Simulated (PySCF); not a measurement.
Isomers of C9H7N, from PBE0-D3(BJ)/def2-SVP geometry optimisation, gas phase in PySCF. One conformer each, no zero-point energy, no frequencies.

Question: Which is lower in electronic energy at this level?
A. `c1ccc2cnccc2c1`: A = 3205, B = 1240, C = 894.3 MHz, dipole 2.50 D
B. `N#Cc1ccc2c(c1)CC2`: A = 3854, B = 887.1, C = 727.8 MHz, dipole 5.20 D

Answer: A. That is `C1=CC=C2C=NC=CC2=C1`, 37.0 kcal/mol below the other.

```csv
SMILES,mapped SMILES,E (Eh),relative (kcal/mol),relative (kJ/mol),dipole (D)
c1ccc2cnccc2c1,[cH:1]1[cH:2][cH:3][c:4]2[cH:5][n:6][cH:7][cH:8][c:9]2[cH:10]1,-401.18625,0.0,0.0,2.50
N#Cc1ccc2c(c1)CC2,[N:1]#[C:2][c:3]1[cH:4][cH:5][c:6]2[c:7]([cH:8]1)[CH2:9][CH2:10]2,-401.12724,37.0,155.0,5.20
```

As drawn, the higher has a four-membered ring and a C≡N group, which the lower lacks.
